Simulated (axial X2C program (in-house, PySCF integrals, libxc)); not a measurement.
**Spin–orbit splitting of π states down a group (EOM-IP-CCSD)**

Calculated with an axial X2C code built on PySCF integrals: two-component X2C with atomic mean-field Coulomb and Gaunt terms, Dyall basis sets with cores contracted in-house.

The first pair of π-type roots with Ω = 1/2 and 3/2, reached by removing an electron from a closed-shell reference; vertical energies, inner shells frozen. Splitting means E(3/2) − E(1/2).

Basis sets: Br dyall-cv3z, Cl dyall-av3z, F dyall-av3z, In dyall-cv3z. Correlated electrons in EOM-CCSD (inner shells frozen, about 90 virtual spinors): InF 20, InCl 20, InBr 20.

```
species  reference  R (Å)  main character  spinor gap ε(3/2) − ε(1/2), HF (cm⁻¹)
   InF⁺        InF  1.996        95% F pπ                                    300
  InCl⁺       InCl  2.425       93% Cl pπ                                    700
  InBr⁺       InBr  2.568       92% Br pπ                                   2940
```

Task: Should these pairs be regular or inverted?

Result: Inverted: a hole in a filled π shell puts Ω = 3/2 lowest, with the sign opposite to the spinor gap.

EOM-IP-CCSD gives:

```csv
species,IE Ω = 1/2 (eV),IE Ω = 3/2 (eV),splitting (cm⁻¹),lowest root?
InF⁺,12.468,12.425,-351,no
InCl⁺,10.793,10.718,-607,no
InBr⁺,10.215,9.890,-2618,no
```

A small p share on a heavy partner can supply much of the splitting, and mixing of Ω = 1/2 with σ states shifts it further.

States that need a further excitation are missing; levels can be off by some tenths of an eV, splittings by less.
